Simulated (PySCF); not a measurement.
Which determinant of Tl2 lies lowest?

Unrestricted PBE0; PySCF, scalar-relativistic core potentials, basis sets Tl def2-TZVPP with ECP60. Outer shells of the fragments: Tl 5d10 6s2 6p1; Tl 5d10 6s2 6p1.

Followed along the bond (rough minima from three points):

```
2Ms+1  unpaired  ⟨S²⟩ at the start  R at minimum (Å)  Te (eV)
    3  σ ↑, π ↑               2.01              3.13     0.00
    1  σ ↑, π ↓               1.01              3.13     0.19
    3      π ↑↑               2.00              2.87     0.25
    1      none               0.00              3.41     0.34
    1      π ↑↓               1.00              2.88     0.41
```

Solutions found at the starting distance of 2.860 Å, counted from the lowest of them; the search is not exhaustive and high or unbound solutions are not listed, so other states can lie among these:

```tsv
2Ms+1	unpaired	term	E (eV)	⟨S²⟩	⟨Lz²⟩
3	σ ↑, π ↑	³Π	0.00	2.01	1.00
3	π ↑↑	³Σ⁻	0.14	2.00	0.00
1	σ ↑, π ↓	mixed	0.19	1.01	1.00
1	π ↑↓	mixed	0.30	1.00	2.01
1	none	¹Σ⁺	0.68	0.00	0.00
1	none	mixed	0.71	0.00	2.00
3	π ↑↑	mixed	1.74	2.00	2.01
3	σ ↑↑	³Σ⁺	3.32	2.00	0.00
3	σ ↑↑, π ↑↓	mixed	4.97	3.00	2.01
3	σ ↑↑	mixed	5.39	2.01	2.00
```

A term symbol is given only where ⟨S²⟩ and ⟨Lz²⟩ are close to those of a pure state; real π, δ and φ orbitals otherwise mix terms, and g/u labels are left off.

Spin–orbit coupling is left out, which matters for elements this heavy, above all for dissociation energies.
